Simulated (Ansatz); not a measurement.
Input for Ansatz (a quantum-chemistry and plane-wave program): R-r2SCAN/def2-TZVPP on H4SSn (SMILES [SH][SnH3]), a point of a torsion scan. Elements past Kr take the def2 small-core potentials; no spin–orbit coupling.

Ansatz 0.2 input:
```yaml
crystal:
  periodic: [false, false, false]
  atoms:
    - {symbol: S, position_ang: [1.64940180, 0.81233579, -0.29425955]}
    - {symbol: Sn, position_ang: [-0.58218208, 0.00061877, -0.02070721]}
    - {symbol: H, position_ang: [2.23324132, -0.29373315, 0.13821618]}
    - {symbol: H, position_ang: [-0.69187080, -0.87907069, 1.40003606]}
    - {symbol: H, position_ang: [-1.02015578, -0.98662102, -1.30092918]}
    - {symbol: H, position_ang: [-1.58633811, 1.32540992, 0.03701989]}
basis:
  gaussian:
    orbitals: def2-TZVPP
hamiltonian:
  xc: {name: r2SCAN}
scf: {lower_state_search: off}
```

The head of its log:

```
WARN ansatz: RAYON_NUM_THREADS=1 ignored (pool sized by the plan → 1); use --threads N
Functional definition: r2SCAN
these checks for a lower state are left out or cut short: stability, starts, cluster_reference, orbital_swaps, neighbouring_geometries, increment
integrals: 0.06 GiB planned
908 factors; their error is unknown
mean field: 0.46 GiB planned
mean field evaluation 1: about -16732.9095 eV, gradient 2.0e1 eV
mean field evaluation 2: about -16732.9595 eV, gradient 2.1e1 eV
```

Task: What total energy does the run end on?

Result: -614.9591 hartree.
